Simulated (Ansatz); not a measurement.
Consider the redistribution: `F[SiH](F)[SiH](Cl)Cl` + `F[BH][GeH2][F]` → `F[Si](F)(F)[SiH](Cl)Cl` + `[BH2][GeH2][F]`.

Computed with Ansatz on PBE0-D4/def2-TZVP structures; ΔE is electronic, products minus reactants. CBS: MP2 limit from def2 TZ/QZ plus the TZ coupled-cluster correction, frozen cores. Functionals use def2-TZVPP. B3LYP here is the variant with VWN-RPA as its local correlation; programs differ in this. For Ge outer-core shells are correlated without core-valence functions, which leaves a few kJ/mol of doubt a bond. Scalar relativity is left out up to krypton. One conformer a species, not always the lowest.

(1) Is it downhill or uphill in electronic energy at CCSD(T)/CBS, and by how much? (Estimate.)

(2) What do these levels give: PBE-D4, B97M-V, PBE0-D4, ωB97M-V, B3LYP, BHLYP, LC-ωPBE, HF/def2-TZVPP, MP2/def2-TZVPP, SCS-MP2/def2-TZVPP, HF/def2-QZVPP, CCSD/CBS(def2)? (Best estimate.)

(3) What do rigid-rotor, harmonic-oscillator terms from PBE0-D4/def2-TZVP frequencies (298.15 K, 1 bar) make of the CCSD(T)/CBS value? (Estimate.)

Largest T1 diagnostic among the species: 0.013.

Answers

(1) Ansatz gave: Downhill: ΔE = -24.1 kJ/mol.

(2) Computed: PBE-D4 -7.1, B97M-V -21.4, PBE0-D4 -14.1, ωB97M-V -18.2, B3LYP -12.8, BHLYP -20.4, LC-ωPBE -15.6, HF/def2-TZVPP -26.9, MP2/def2-TZVPP -22.8, SCS-MP2/def2-TZVPP -22.2, HF/def2-QZVPP -28.8, CCSD/CBS(def2) -26.1 kJ/mol.

(3) Ansatz gave: ΔZPE = -1.6 kJ/mol, ΔH = -25.2 kJ/mol, ΔS = -8 J/(mol·K), ΔG = -22.9 kJ/mol. Modes under 50 cm⁻¹ make the entropy rough.

In def2-TZVPP, CCSD(T) changes the Hartree–Fock value by +5.8 kJ/mol (the triples alone add +2.1 kJ/mol) and MP2 by +4.1 kJ/mol. At CCSD(T), def2-SVP lies +34.6 kJ/mol from the extrapolated value and def2-TZVPP +3.0 kJ/mol. Leaving LDA and LC-ωPBE aside and taking each functional with its dispersion term where it has one, the values, not all of them listed here, spread over 15.7 kJ/mol, from BHLYP-D4 to PBE-D4.
